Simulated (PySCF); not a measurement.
FGeH7Si2.
Cartesian coordinates in Å at the PBE0-D3(BJ)/def2-SVP level; atoms count from 1:
```
atom  x, y, z in Å
F1     3.4282    0.4107   -0.2139
Si2    2.0191   -0.3000    0.2011
Si3    0.2261    1.1463   -0.2141
Ge4   -1.8102   -0.0184    0.2208
H5     2.0878   -0.6596    1.6483
H6     1.8766   -1.5480   -0.6058
H7     0.2564    1.5837   -1.6444
H8     0.3206    2.3522    0.6662
H9    -1.8017   -0.5785    1.6558
H10   -1.9602   -1.1959   -0.7601
H11   -3.0213    0.9179    0.0632
```

Jobs on this species (11 atoms, 76 electrons) with PySCF (density fitting). Hardware of each: one thread, Arm Neoverse V1 (aarch64), on a shared host. Times come from a shared host and carry two figures at best. Peak memory is the resident size of the whole Python process, interpreter and libraries included.

| level and settings | work | basis functions | SCF cycles | wall time | peak memory |
| --- | --- | --- | --- | --- | --- |
| delta-SCF UKS HF, pcX-2 on the ionised atom, pcseg-1 elsewhere, spin-free X2C | ΔSCF core ionisation, 5 holes | 154 | ? | ? | ? |
| delta-SCF UKS B3LYP, pcX-2 on the ionised atom, pcseg-1 elsewhere, spin-free X2C | ΔSCF core ionisation, 5 holes | 154 | ? | ? | ? |
| delta-SCF UKS PBE0, pcX-2 on the ionised atom, pcseg-1 elsewhere, spin-free X2C | ΔSCF core ionisation, 5 holes | 154 | 59 | 41 s | 0.61 GiB |
| delta-SCF UKS SCAN, pcX-1 on the ionised atom, pcseg-1 elsewhere, spin-free X2C | ΔSCF core ionisation, 5 holes | 134 | 64 | 20 s | 0.39 GiB |
| delta-SCF UKS SCAN, pcX-2 on the ionised atom, pcseg-1 elsewhere, non-relativistic | ΔSCF core ionisation, 5 holes | 154 | 66 | 25 s | 0.49 GiB |
| delta-SCF UKS SCAN, pcX-2 on the ionised atom, pcseg-1 elsewhere, spin-free X2C | ΔSCF core ionisation, 5 holes | 154 | 66 | 25 s | 0.47 GiB |
| PBE0-D3(BJ)/def2-SVP, grid level 1 | geometry optimisation from a GFN2-xTB start shaken at random | 117 | 120 | 2.0 min | 0.48 GiB |
| delta-SCF UKS SCAN, def2-TZVP on the ionised atom, pcseg-1 elsewhere, spin-free X2C | ΔSCF core ionisation, 5 holes | 131 | 65 | 23 s | 0.39 GiB |
| delta-SCF UKS PBE, pcX-2 on the ionised atom, pcseg-1 elsewhere, spin-free X2C | ΔSCF core ionisation, 5 holes | 154 | 65 | 17 s | 0.49 GiB |

Fill in the missing figures.

- delta-SCF UKS HF, pcX-2 on the ionised atom, pcseg-1 elsewhere, spin-free X2C; ΔSCF core ionisation, 5 holes: 27 s, 0.58 GiB, 58 SCF cycles
- delta-SCF UKS B3LYP, pcX-2 on the ionised atom, pcseg-1 elsewhere, spin-free X2C; ΔSCF core ionisation, 5 holes: 41 s, 0.61 GiB, 60 SCF cycles

What do all jobs in the table cost together?

About 5.7 min; the longest takes about 35 % of that, and about 7.1 times as long as the shortest.
